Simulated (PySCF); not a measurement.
Isomers of C7H13PS, mass 160.048 u with the commonest isotopes. Level of theory: PBE0/pcSseg-1 in PySCF (dipole) on a GFN2-xTB geometry, gas phase. One conformer each, none proved a minimum here; rigid rotors.

Task: Order these by radius of gyration √(Σ m r²/M), largest first.
A. `[CH2:1]=[CH:2][P:3]1(=[CH2:4])[CH2:5][CH2:6][S:7][CH2:8][CH2:9]1` with C1–C2–P3–C4 -1°, C2–P3–C5–C6 -162°, P3–C5–C6–S7 69°, C5–C6–S7–C8 -67°, C6–S7–C8–C9 67°
B. `[CH2:1]=[CH:2][CH2:3][P@:4]([CH3:5])(=[S:6])[C:7](=[CH2:8])[CH3:9]` with C1–C2–C3–P4 -115°, C2–C3–P4–C5 66°, C3–P4–C7–C8 112°
C. `[CH3:1][CH2:2][C:3]1=[CH:4][CH2:5][CH2:6][P@:7]1([CH3:8])=[S:9]` with C1–C2–C3–C4 -133°, C3–C4–C5–C6 17°, C4–C5–C6–P7 -23°, C5–C6–P7–C8 -88°, C2–C3–P7–C6 165°
D. `[S:1]=[P@:2]12[CH2:3][CH2:4][CH2:5][C@H:6]1[CH2:7][CH2:8][CH2:9]2` with S1–P2–C3–C4 -100°, P2–C3–C4–C5 -47°, C3–C4–C5–C6 49°, C4–C5–C6–C7 -141°

Result: B (2.242 Å), A (2.189 Å), C (2.103 Å), D (2.026 Å).

Task: Order these by out-of-plane moment Σ m c² = (Ia + Ib − Ic)/2, largest first.
A. `[S:1]=[P@:2]12[CH2:3][CH2:4][CH2:5][C@H:6]1[CH2:7][CH2:8][CH2:9]2` with S1–P2–C3–C4 -100°, P2–C3–C4–C5 -47°, C3–C4–C5–C6 49°, C4–C5–C6–C7 -141°
B. `[CH3:1][CH2:2][C:3]1=[CH:4][CH2:5][CH2:6][P@:7]1([CH3:8])=[S:9]` with C1–C2–C3–C4 -133°, C3–C4–C5–C6 17°, C4–C5–C6–P7 -23°, C5–C6–P7–C8 -88°, C2–C3–P7–C6 165°
C. `[CH2:1]=[CH:2][CH2:3][P@:4]([CH3:5])(=[S:6])[C:7](=[CH2:8])[CH3:9]` with C1–C2–C3–P4 -115°, C2–C3–P4–C5 66°, C3–P4–C7–C8 112°
D. `[CH2:1]=[CH:2][P:3]1(=[CH2:4])[CH2:5][CH2:6][S:7][CH2:8][CH2:9]1` with C1–C2–P3–C4 -1°, C2–P3–C5–C6 -162°, P3–C5–C6–S7 69°, C5–C6–S7–C8 -67°, C6–S7–C8–C9 67°

Result: B (105.47 u·Å²), D (99.14 u·Å²), A (91.22 u·Å²), C (90.25 u·Å²).

Task: Order these by rotational constant A, largest first.
A. `[CH2:1]=[CH:2][P:3]1(=[CH2:4])[CH2:5][CH2:6][S:7][CH2:8][CH2:9]1` with C1–C2–P3–C4 -1°, C2–P3–C5–C6 -162°, P3–C5–C6–S7 69°, C5–C6–S7–C8 -67°, C6–S7–C8–C9 67°
B. `[S:1]=[P@:2]12[CH2:3][CH2:4][CH2:5][C@H:6]1[CH2:7][CH2:8][CH2:9]2` with S1–P2–C3–C4 -100°, P2–C3–C4–C5 -47°, C3–C4–C5–C6 49°, C4–C5–C6–C7 -141°
C. `[CH2:1]=[CH:2][CH2:3][P@:4]([CH3:5])(=[S:6])[C:7](=[CH2:8])[CH3:9]` with C1–C2–C3–P4 -115°, C2–C3–P4–C5 66°, C3–P4–C7–C8 112°
D. `[CH3:1][CH2:2][C:3]1=[CH:4][CH2:5][CH2:6][P@:7]1([CH3:8])=[S:9]` with C1–C2–C3–C4 -133°, C3–C4–C5–C6 17°, C4–C5–C6–P7 -23°, C5–C6–P7–C8 -88°, C2–C3–P7–C6 165°

Result: A (2246 MHz), B (1543 MHz), C (1495 MHz), D (1266 MHz).

```csv
SMILES,point group,Ia (u·Å²),Ib (u·Å²),Ic (u·Å²),κ,μa (D),μb (D),μc (D)
C=CP1(=C)CCSCC1,Cs,225.03,640.83,667.57,-0.96,2.16,0.01,1.81
S=[P@]12CCC[C@H]1CCC2,C1,327.49,420.85,565.91,-0.05,4.87,0.43,1.38
CCC1=CCC[P@]1(C)=S,C1,399.07,414.39,602.52,0.78,4.15,1.59,2.04
C=CC[P@](C)(=S)C(=C)C,C1,338.01,556.69,714.20,-0.49,0.44,4.66,0.27
```
